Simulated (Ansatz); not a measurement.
CH2GeO2, SMILES `O=[CH][Ge][OH]` (lower singlet; O–C–Ge–O torsion 0°, C–Ge–O–H torsion 0°) (charge 0, multiplicity 1). This singlet lies 1.46 eV below the relaxed triplet at the level frozen-core CCSD(T)/cc-pVTZ // B3LYP-D3(BJ)/def2-TZVP (Ansatz, a quantum-chemistry and plane-wave program).

The numbers are results of frozen-core CCSD(T)/cc-pVTZ // B3LYP-D3(BJ)/def2-TZVP in Ansatz, not measurements.

Ansatz 0.2 input:
```yaml
crystal:
  periodic: [false, false, false]
  atoms:
    - { symbol: O, position_ang: [-0.796398, 1.060487, -0.213353] }
    - { symbol: C, position_ang: [-0.97248, -0.122247, -0.025242] }
    - { symbol: Ge, position_ang: [0.769655, -1.367157, 0.122904] }
    - { symbol: O, position_ang: [1.790225, 0.065974, -0.126081] }
    - { symbol: H, position_ang: [-2.020193, -0.496156, 0.059662] }
    - { symbol: H, position_ang: [1.22919, 0.8591, -0.234722] }
basis:
  gaussian: { orbitals: cc-pVTZ }
correlation:
  method: ccsd_t
```

Output:

```
Functional definition: HF
989 factors; integrals over basis functions are off by at most 1.5e-3 eV
mean field evaluation 1: about -61607.8618 eV, gradient 4.8e1 eV
mean field evaluation 2: about -61607.9850 eV, gradient 4.8e1 eV
mean field evaluation 4: about -61612.3843 eV, gradient 3.5e0 eV
mean field evaluation 8: about -61612.4533 eV, gradient 4.5e-1 eV
mean field evaluation 16: about -61612.4552 eV, gradient 1.5e-6 eV
mean field evaluation 32: about -61594.5075 eV, gradient 4.5e1 eV
mean field -61612.45521222 eV, -2264.2159666270 hartree, gradient 1.5e-6 eV, S^2 0.000000; 1 other end points of the search recorded, 0 dependent functions left out
12 core orbitals not correlated
reference -61612.45521222 eV, -2264.2159666270 hartree; 16, 16 occupied and 133, 133 virtual orbitals, 989 factors
second order -21.76820994 eV of doubles, -0.00000000 eV of singles
cycle   1  -21.24328025 eV  change    5.2e-1 eV  update   1.4e-1
cycle   2  -21.91478728 eV  change   -6.7e-1 eV  update   4.7e-2
cycle   3  -22.10278581 eV  change   -1.9e-1 eV  update   2.7e-2
cycle   4  -22.07818126 eV  change    2.5e-2 eV  update   8.3e-3
cycle   5  -22.07441033 eV  change    3.8e-3 eV  update   4.4e-3
cycle   6  -22.07780261 eV  change   -3.4e-3 eV  update   1.6e-3
cycle   7  -22.07719570 eV  change    6.1e-4 eV  update   7.8e-4
cycle   8  -22.07682304 eV  change    3.7e-4 eV  update   2.4e-4
cycle   9  -22.07692680 eV  change   -1.0e-4 eV  update   1.1e-4
cycle  10  -22.07695938 eV  change   -3.3e-5 eV  update   3.8e-5
perturbative correction -1.02854954 eV, -0.0377984985 hartree
Total energy: -61635.56072114 eV, -2265.0650784183 hartree
```
